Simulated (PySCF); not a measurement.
## Telling isomers of C6H6O2 apart by NMR

- GIAO PBE0/pcSseg-1 shieldings
- GFN2-xTB geometry
- run in PySCF
- relativity neglected, one conformer, gas phase, equivalent nuclei averaged

References, each an isolated molecule treated in the same way: TMS for 1H (σ = 31.72 ppm) and 13C (σ = 186.93 ppm). Where no couplings were computed, multiplicities follow the n + 1 count of equivalent neighbours, and m marks all less simple cases (inequivalent or close neighbours, rings, F or P nearby). Acid and N–H amide carbonyl carbons lie up to 10 ppm further downfield in solution (hydrogen bonding). Shifts are as computed. Against solution values, carbons near 30 ppm lie about +3 ppm off and those near 130 ppm about +5 ppm. Of 1211 compounds with measured shifts, 218 miss one by over three times the rms of a fit or turn the order of signals round; such compounds aren't used in these exercises. OH and NH positions are gas-phase values without hydrogen bonding to other molecules.

(1) Tabulate the signals of `C#CCC(=C)C(=O)O`, `Oc1cccc(O)c1`, `CC(=O)OC=C1C=C1`, `Oc1ccc(O)cc1` and their relative energies.

(2) What is the quickest way to tell C#CCC(=C)C(=O)O from Oc1cccc(O)c1?

(3) What is the quickest way to tell C#CCC(=C)C(=O)O from Oc1ccc(O)cc1?

(4) What is the quickest way to tell Oc1cccc(O)c1 from CC(=O)OC=C1C=C1?

Answers

(1) 
| SMILES | carbon types | δC | δH | E rel. (kcal/mol) |
| --- | --- | --- | --- | --- |
| C#CCC(=C)C(=O)O | 3×C 1×CH 2×CH2 | 170.5, 142.8, 139.2, 86.5, 77.2, 25.4 | 6.93 (br s, 1H), 6.32 (br s, 1H), 6.09 (br s, 1H), 3.31 (d, 2H), 1.52 (t, 1H) | 48.9 |
| Oc1cccc(O)c1 | 2×C 4×CH | 165.5, 135.0, 109.5, 105.6 | 7.24 (t, 1H), 6.70 (s, 1H), 6.21 (d, 2H), 4.26 (br s, 2H) | 0.0 |
| CC(=O)OC=C1C=C1 | 2×C 3×CH 1×CH3 | 174.3, 145.1, 131.8, 112.9, 108.9, 23.9 | 8.34 (d, 1H), 7.76 (d, 1H), 6.10 (s, 1H), 2.10 (s, 3H) | 74.3 |
| Oc1ccc(O)cc1 | 2×C 4×CH | 156.7, 119.4 | 6.83 (s, 4H), 3.87 (br s, 2H) | 2.2 |

Energies are electronic energies at PBE0/pcSseg-1 on these geometries, without zero-point or thermal terms, each for the one conformer computed, which needn't be the lowest.

(2) Count the carbon signals: 6 against 4. The first has a β carbon of a C=C–C=O unit (CH2) at 139.2 ppm, the second an aromatic CH at 135.0 ppm. Their most deshielded carbons lie at 170.5 and 165.5 ppm.

(3) Count the carbon signals: 6 against 2. The first has a β carbon of a C=C–C=O unit (CH2) at 139.2 ppm, the second an aromatic CH at 119.4 ppm. Their most deshielded carbons lie at 170.5 and 156.7 ppm.

(4) Count the carbon signals: 4 against 6. The first has an aromatic carbon bearing oxygen (C) at 165.5 ppm, the second a methyl carbon α to a carbonyl (CH3) at 23.9 ppm. Their most deshielded carbons lie at 165.5 and 174.3 ppm. In the proton spectra the most deshielded non-exchanging signals are 7.24 (t, 1H) and 8.34 (d, 1H).
